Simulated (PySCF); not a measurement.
1,2-dichlorocyclobutene (C₄H₄Cl₂), SMILES C1(=C(CC1)Cl)Cl.

The structure is a stationary point at B3LYP-D3(BJ)/def2-SVP.

Method: PBE/def2-TZVP run with PySCF.

Symmetry labels are those of the subgroup C2v that the program uses (full group C2v).

Question: List the valence orbital energies around the gap with their symmetry. (The exact figures need the calculation; the answer reports its results.)

Answer: 
| orbital | symmetry | energy (eV) |
|---|---|---|
| HOMO−7 | A2 | -9.43 |
| HOMO−6 | B1 | -9.13 |
| HOMO−5 | B2 | -9.06 |
| HOMO−4 | A1 | -8.91 |
| HOMO−3 | A2 | -8.28 |
| HOMO−2 | B1 | -7.66 |
| HOMO−1 | A1 | -7.44 |
| HOMO | B2 | -5.82 |
| LUMO | A2 | -1.09 |
| LUMO+1 | A1 | -0.23 |
| LUMO+2 | A1 | 0.45 |
| LUMO+3 | B1 | 0.52 |
